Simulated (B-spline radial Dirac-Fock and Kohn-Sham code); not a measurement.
# Muonic isotope shifts in scandium

Method: the Dirac equation of a negative muon with reduced mass in the field of a spherical finite nucleus, with the Uehling potential to all orders; nuclear polarisation, deformation, hyperfine structure, self-energy, higher-order vacuum polarisation, relativistic recoil and electron screening are left out. Computed with a B-spline atomic structure program. Nuclear charge: Fermi distribution (skin thickness 2.3 fm); radii from Angeli and Marinova (2013). Reference ⁴⁴Sc, radius 3.5432 fm: 2p3/2 → 1s1/2 857.0 keV, 3d5/2 → 2p3/2 173.0 keV.

```tsv
A	radius (fm)	δ⟨r²⟩ (fm²)	shift 2p3/2 → 1s (keV)	shift 3d5/2 → 2p3/2 (keV)
42	3.5702	+0.192	-1.07	-0.02
43	3.5575	+0.102	-0.56	-0.01
45	3.5459	+0.019	-0.06	+0.01
46	3.5243	-0.134	+0.77	+0.02
```
